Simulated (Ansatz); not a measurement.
C$_{4}$H$_{10}$AlGaSe at its PBE0-D4/def2-TZVP geometry, where that method's forces vanish. Total charge 0; spin multiplicity 1. The bonds changed during the relaxation, so this is another structure than the one it started from.

```xyz
17

C    -0.1459   -2.7988    0.8119
C    -0.2972   -1.5245    0.4623
Ga   -1.7582   -0.2024    0.5386
C     0.7237   -0.6401   -0.1775
Al    0.9040    0.7904    1.2519
Se   -0.3748    0.0694   -1.6606
C     0.1861    1.9103   -1.9416
H    -0.9272   -3.3480    1.3247
H     0.7774   -3.3398    0.6126
H    -0.8998    1.0834    1.2455
H    -3.2967   -0.0124    0.6101
H     1.6125   -1.1381   -0.5730
H     1.2080    0.2071    2.6982
H     1.4411    2.2338    0.8350
H    -0.4741    2.3082   -2.7117
H     0.1075    2.4905   -1.0266
H     1.2136    1.9109   -2.2999
```

**Question.** What forces (eV/Å) does ωB97M-V/def2-TZVPP give on these atoms in Ansatz 0.2.0? (An estimate is asked.)

**Answer.** The calculation gave: 
```
C1   0.013  0.003  0.001
C2  -0.188 -0.228  0.150
Ga3 -0.138  0.046  0.071
C4   0.252  0.157 -0.108
Al5  0.179  0.067  0.085
Se6 -0.029 -0.025 -0.051
C7   0.036  0.057  0.009
H8   0.048  0.048 -0.049
H9  -0.058  0.057  0.013
H10 -0.074 -0.056 -0.043
H11  0.157 -0.026 -0.021
H12 -0.088  0.025  0.040
H13 -0.041  0.051 -0.137
H14 -0.046 -0.144  0.043
H15  0.064 -0.019  0.068
H16 -0.004 -0.031 -0.101
H17 -0.085  0.019  0.031
```
